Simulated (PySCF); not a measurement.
B2F2H5P.
Z-matrix (Å and degrees, PBE0-D3(BJ)/def2-SVP geometry), rows numbered from 1:
```
F 
B   1  1.3248
F   2  1.3423  1  113.29
B   2  1.6957  1  123.57  3  -179.89
P   4  1.9141  2  106.64  1  -178.89
H   4  1.2213  2  113.52  1    66.14
H   4  1.2212  2  113.77  1   -63.82
H   5  1.4164  4  118.73  2  -178.72
H   5  1.4155  4  117.12  2    60.78
H   5  1.4154  4  117.13  2   -58.15
```

The closed-shell ground state was solved at several levels (PySCF, density fitting, gas phase, non-relativistic).

| level | basis functions | total energy (Eh) | HOMO (eV) | LUMO (eV) | gap (eV) | dipole (D) |
| --- | --- | --- | --- | --- | --- | --- |
| BP86/pcSseg-2 | 257 | -594.0060 | -6.95 | -0.94 | 6.01 | 4.69 |
| PBE/def2-SVPD | 150 | -593.1269 | -6.88 | -0.87 | 6.01 | 4.73 |
| PBE0/6-311+G(2d,p) | 173 | -593.5479 | -8.25 | -0.52 | 7.73 | 4.93 |
| wB97X-D/pcSseg-2 | 257 | -593.9047 | -10.09 | 1.60 | 11.69 | 5.01 |
| KT2/pcSseg-2 | 257 | -600.3628 | -6.98 | -0.92 | 6.06 | 4.72 |
| PBE0/pcSseg-2 | 257 | -593.5802 | -8.22 | -0.14 | 8.08 | 4.94 |
| PBE0/6-31+G* | 104 | -593.4388 | -8.19 | -0.53 | 7.66 | 5.05 |
| PBE0/cc-pVDZ | 99 | -593.4599 | -8.00 | 0.42 | 8.42 | 4.88 |

(1) What might PBE0/def2-SVP (99 basis functions) give for the same quantities?

(2) How much does the basis alone move the frontier levels among the 5 PBE0 rows (the withheld one included)?

(3) How far do the dipole and the HOMO energy spread over the levels?

Results:

(1) Total energy -593.1564 Eh, HOMO -8.05 eV, LUMO 0.47 eV, gap 8.52 eV, dipole 4.96 D.

(2) The HOMO by 0.25 eV and the LUMO by 1.00 eV. By rising basis size (HOMO, LUMO in eV): cc-pVDZ -8.00, 0.42; def2-SVP -8.05, 0.47; 6-31+G* -8.19, -0.53; 6-311+G(2d,p) -8.25, -0.52; pcSseg-2 -8.22, -0.14.

(3) The dipole runs from 4.69 to 5.05 D (mean 4.88 D) and the HOMO from -10.09 to -6.88 eV.

One conformer stands for the species.

wB97X-D is run here without its empirical dispersion term; that term would change no orbital, density or response property at a fixed geometry.
